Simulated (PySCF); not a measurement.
Zn(I)(Et) (C2H5IZn), SMILES C[CH2][Zn][I].

Geometry optimised at PBE0-D3(BJ)/def2-SVP. The structure was generated by enumeration; whether it is a known compound was not checked. The def2 effective core potentials stand for the cores of I; spin–orbit coupling is left out. The values are those of a single conformer.

Two levels are set side by side: PBE/def2-TZVP (PySCF) and B3LYP/def2-TZVP (PySCF). Same geometry, gas phase. Differences are taken from unrounded values.

```tsv
quantity	B3LYP	PBE	PBE minus B3LYP
orbital gap (eV)	6.21	4.83	-1.38
highest occupied level (eV)	-7.21	-6.35	0.86
lowest empty level (eV)	-1.00	-1.52	-0.52
dipole moment (D)	2.33	2.31	-0.03
mean polarisability (bohr³)	85.7	88.4	2.7
```

PBE's occupied levels lie high since its potential decays too fast outside the molecule; exact exchange lowers them and widens the gap. PBE's more diffuse valence density responds more strongly to a field. Differences between two approximate levels are no errors against the true value.

Rough cost on one machine, each run with all the roots and properties that it gave: B3LYP against PBE within a factor of 2.
